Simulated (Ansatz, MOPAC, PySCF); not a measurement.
Complex: HCl (SMILES Cl) (first 2 atoms) with SiH4 (SMILES [SiH4]); geometry from B3LYP-D3(BJ)/def2-TZVP, rigid monomers moved along the line of their centres of mass till Cl1···Si3 is 4.33 Å.
(charge 0, multiplicity 1):
```xyz
7

Cl    -0.0685    -0.3380    -0.3248
H     -0.6754    -1.3223     0.2291
Si     0.0352     0.2352     3.9697
H      0.8511     1.3447     3.4328
H     -1.3458     0.3262     3.4447
H      0.0000     0.3128     5.4485
H      0.6248    -1.0617     3.5663
```

Interaction energies are E(AB) − E(A) − E(B) at the monomers' geometry in the complex; basis-set methods are counterpoise corrected. Rows marked so take none.

Frozen-core correlation. CBS(a, b) extrapolates the correlation energy as X⁻³ and adds the Hartree–Fock energy of set b. Rows in 6-31G* carry no dispersion term and start afresh at each structure (6-31G* with six Cartesian d functions). The state reached by PM7 isn't checked; PM7 holds dispersion and hydrogen-bond terms.

The values were computed with Ansatz (a program for electronic structure); MOPAC for PM7 (differences of heats of formation); PySCF for 6-31G* rows, the dispersion terms. Each number belongs to the level named beside it.

```csv
level,interaction energy (meV)
PM7,-33.3
r2SCAN/def2-TZVPPD,-19.4
r2SCAN-D4/def2-TZVPPD,-28.0
PBE0-D4/def2-TZVPPD,-31.9
M06-2X/6-31G* (no counterpoise),-30.8
wB97X-V/def2-TZVPPD,-28.8
MP2/aug-cc-pV(T+d)Z,-27.4
SCS-MP2/aug-cc-pV(T+d)Z,…
"CCSD(T)/CBS(aug-cc-pV(D+d)Z, aug-cc-pV(T+d)Z)",-28.1
```

Problem. What belongs in the gaps?

Solution. 
- SCS-MP2/aug-cc-pV(T+d)Z, interaction energy (meV): -21.1
